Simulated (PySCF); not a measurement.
ClGeH₆NSi. Atoms are numbered in the order given.

```xyz
10

Si    -0.9595    -1.4901     0.0000
Cl     1.0928    -1.8655     0.0000
N     -1.1260     0.2241     0.0000
Ge     0.1973     1.5308     0.0000
H     -1.5369    -2.1436     1.2078
H     -1.5369    -2.1436    -1.2078
H     -2.0715     0.6004     0.0000
H     -0.5770     2.8649     0.0000
H      1.0728     1.4214    -1.2623
H      1.0728     1.4214     1.2623
```
Charge 0, spin multiplicity 1.

Geometry optimised at B3LYP-D3(BJ)/def2-SVP. A frequency run showed that this geometry is not a minimum. This is a generated structure with no PubChem entry under its InChIKey; it may be hypothetical. Other conformers were not sampled.

Computed with TDA-B3LYP/def2-SVPD (PySCF).

Vertical excitations. Gas-phase values at a fixed geometry. State labels are in the subgroup Cs.

Q: List the lowest excited states. (Estimate from the structure and the level; the computed values follow.)

A: 
| state | symmetry | energy (eV) | λ (nm) | f | main pairs |
|---|---|---|---|---|---|
| S1 | A" | 5.71 | 217 | 0.009 | HOMO→LUMO 98 % |
| S2 | A" | 6.04 | 205 | 0.000 | HOMO→LUMO+1 97 % |
| S3 | A" | 6.72 | 185 | 0.025 | HOMO→LUMO+2 95 % |
| S4 | A" | 7.01 | 177 | 0.001 | HOMO→LUMO+3 87 % |
| S5 | A" | 7.23 | 171 | 0.008 | HOMO−1→LUMO 91 % |
| S6 | A" | 7.32 | 169 | 0.013 | HOMO→LUMO+4 87 % |
| S7 | A" | 7.49 | 165 | 0.015 | HOMO→LUMO+6 93 % |
| S8 | A' | 7.51 | 165 | 0.058 | HOMO→LUMO+5 92 % |
| S9 | A' | 7.57 | 164 | 0.017 | HOMO−2→LUMO 84 % |
| S10 | A" | 7.65 | 162 | 0.001 | HOMO−1→LUMO+1 89 % |
| T1 | A" | 5.42 | 229 | 0 | HOMO→LUMO 91 % |
| T2 | A" | 5.88 | 211 | 0 | HOMO→LUMO+1 87 % |
| T3 | A" | 6.43 | 193 | 0 | HOMO→LUMO+2 87 % |
| T4 | A" | 6.82 | 182 | 0 | HOMO→LUMO+3 87 % |
Triplets are in the Tamm–Dancoff approximation.
